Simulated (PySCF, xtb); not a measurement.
C4H9FSi, SMILES C(=C/CC)(/F)[SiH3]. One conformer was computed; it need not be the lowest.

Harmonic wavenumbers (cm⁻¹) from GFN2-xTB (xtb) at its own minimum, in rising order: 47, 74, 111, 158, 225, 267, 323, 418, 477, 549, 569, 726, 760, 783, 786, 833, 844, 945, 1033, 1079, 1095, 1157, 1237, 1257, 1332, 1410, 1471, 1500, 1504, 1685, 2270, 2276, 2281, 2941, 3000, 3031, 3035, 3040, 3081.

**Question.** What does PBE-D3(BJ)/def2-SVP (PySCF) give at its own minimum? (An estimate is asked for; the answer gives what the named calculation found.)

**Answer.** 53, 100, 137, 160, 232, 277, 325, 408, 510, 625, 663, 714, 805, 831, 880, 892, 896, 920, 1011, 1047, 1059, 1144, 1227, 1247, 1309, 1343, 1405, 1419, 1428, 1668, 2167, 2172, 2183, 2958, 2970, 3035, 3060, 3067, 3098. Paired by order, the mean absolute difference is 39 cm⁻¹ and the zero-point energies are 70.9 and 70.7 kcal/mol.
